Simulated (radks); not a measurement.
Task: Species: Re25+. Configuration: [Kr] 4d10 4f4. Calculated with a radial shooting solver on a logarithmic mesh with Libxc functionals: Dirac Kohn-Sham, LB94 model potential, spin-unpolarised, spherical densities, finite nucleus; open shells fill j = l - 1/2 first; Fermi nuclear charge, rms radius 5.3698 fm.

Spin-orbit splittings of the eigenvalues, e(l+1/2) - e(l-1/2), with zeta = 2 splitting/(2l+1) and mean radii in bohr:

| shell | occ. | splitting (eV) | zeta (eV) | <r> j=l-1/2 | <r> j=l+1/2 |
|---|---|---|---|---|---|
| 2p | 6 | 1451 | 967.1 | 0.06233 | 0.07041 |
| 3p | 6 | ? | ? | 0.1862 | 0.2009 |
| 3d | 10 | 68.63 | 27.45 | 0.1756 | 0.1801 |
| 4p | 6 | 82.37 | 54.92 | 0.4249 | 0.4526 |
| 4d | 10 | 16.52 | 6.610 | 0.4520 | 0.4603 |
| 4f | 4 | 4.078 | 1.165 | 0.4455 | 0.4490 |

Estimate the 3p splitting.

Result: 315.9 eV (zeta = 210.6 eV).
